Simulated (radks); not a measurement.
These are the eigenvalues of the occupied orbitals of an atom or ion with whole-number occupations (hartree). Method: Dirac Kohn-Sham, Wu-Cohen GGA, spin-unpolarised, spherical densities, finite nucleus; Fermi nuclear charge, rms radius of each element as measured or else 0.836 A^(1/3) + 0.57 fm; computed with a radial shooting solver on a logarithmic mesh with Libxc functionals.

| orbital | eigenvalue |
|---|---|
| 1s1/2 | -130.2421 |
| 2s1/2 | -13.82972 |
| 2p1/2 | -11.22314 |
| 2p3/2 | -11.11665 |
| 3s1/2 | -2.06632 |
| 3p1/2 | -1.44718 |
| 3p3/2 | -1.43615 |

Which element is it, and in what charge state? The configuration may be excited. Open shells, if any, fill j = l - 1/2 first.

Answer. Z = 19, potassium, charge +2: K2+ in [Ne] 3s2 3p5. The list shows which subshells hold electrons but not how many an open one holds; the 1s level, -130.24 hartree, gives Z - s = 16.1 by -(Z - s)^2/2, which with screening and relativity narrows Z to a few neighbours, and the depths of the outer levels then fix element, charge and occupations together.
